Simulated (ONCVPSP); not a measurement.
Gd, ONCV: configuration errors across variants

Gd, optimised norm-conserving Vanderbilt (ONCV), made with ONCVPSP 4.0.1 (PBE, scalar-relativistic). Core [Kr] 4d10, reference 4f7 5s2 5p6 5d1 6s1.75 (charge +0.25). Waves: 5s+6s: rc 2.35 bohr, ncon 4, nbas 8, qcut 4.7 1/bohr, 2 projectors; 5p: rc 2.25 bohr, ncon 3, nbas 8, qcut 6.6 1/bohr, 2 projectors, debl 0.4 Ha; 5d: rc 3.50 bohr, ncon 4, nbas 8, qcut 5.3 1/bohr, 2 projectors, debl 0.7 Ha; 4f: rc 1.45 bohr, ncon 4, nbas 9, qcut 10.8 1/bohr, 2 projectors, debl 3 Ha. Local part: polynomial inside 1.30 bohr (lpopt 5, dvloc0 0 Ha). Core correction: Teter function, fcfact 4.5, rcfact 1.

In the p channel the program set the typed energies aside and used -1.056, 0.250 Ha.

All-electron excitation energies from the reference (eV): (1) 4f7 5s2 5p6 5d1 6s2 -1.183; (2) 4f7 5s2 5p6 5d1 6s1 5.462; (3) 4f7 5s2 5p6 5d1 6s0 17.562; (4) 4f7 5s2 5p6 5d2 6s0 6.574.

Errors AE − PS in meV (a dash: test not solved or not reliable):

| change | (1) | (2) | (3) | (4) | bound ghosts | GHOST(+) flags above zero |
| --- | --- | --- | --- | --- | --- | --- |
| base | +0.3 | -1.9 | -8.9 | -8.9 | none | s |
| core correction Teter function, fcfact 1.3, rcfact 1 | +0.3 | -1.8 | -8.8 | -8.7 | none | s |
| core correction Teter function, fcfact 2.5, rcfact 1 | +0.3 | -1.8 | -8.8 | -8.8 | none | s |
| core correction Teter function, fcfact 3.4, rcfact 1 | +0.3 | -1.9 | -8.9 | -8.9 | none | s |
| core correction Teter function, fcfact 4.3, rcfact 1 | +0.3 | -1.9 | -8.9 | -8.9 | none | s |
| core correction Teter function, fcfact 5.7, rcfact 1 | +0.3 | -1.9 | -8.9 | -9.0 | none | s |
| core correction Teter function, fcfact 7.8, rcfact 1 | +0.3 | -1.9 | -8.9 | -9.0 | none | s |

**Question.** Give the same row for: core correction Teter function, fcfact 6.3, rcfact 1.

**Answer.** +0.3, -1.9, -8.9, -9.0; bound ghosts: none; GHOST(+) flags above zero: s.
